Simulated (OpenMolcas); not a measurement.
A calculation on Cu²⁺.

```
Program             : OpenMolcas
Method              : XMS-CASPT2, IPEA 0.25 Eh, imaginary shift 0.1 Eh (closed shells correlated: 3s 3p)
Basis               : ANO-RCC-VTZP [6s5p3d2f1g]
Scalar Hamiltonian  : DKH2, point nucleus
Active space        : 9 electrons in 10 orbitals (3d 4d)
State averaging     : 2S+1 = 2 even, 5 roots
Spin-orbit coupling : state interaction with AMFI integrals over the reference wave functions, term energies averaged over their components
```

Question: Which level of the active space comes out lowest?

Answer: 3d⁹ ²D_5/2, with 100 % of that term; it is also the measured ground level.

Question: How high does 3d⁹ ²D_3/2 lie?

Answer: 2070 cm⁻¹ above the lowest level; measured 2072 cm⁻¹ above the ground level, so the calculation is off by 0 %.

Measured values: Sugar and Musgrove, J. Phys. Chem. Ref. Data 19, 527 (1990).

Term energies are means over components that CASPT2 splits; among the terms shown or strongly mixed into the levels shown the widest spread is 65 cm-1 (3d⁹ ²D). Active for correlation alone: 4d; no level in the range computed is led by a configuration that fills it, so any true level of that kind is missing. Measured partners are found by configuration, term and J. A level has none where our copy of the source lacks it or the pairing is in doubt (some pairs that miss far off the trend of their configuration count as doubtful), and it then counts in no deviation. Only configurations of the active space appear.
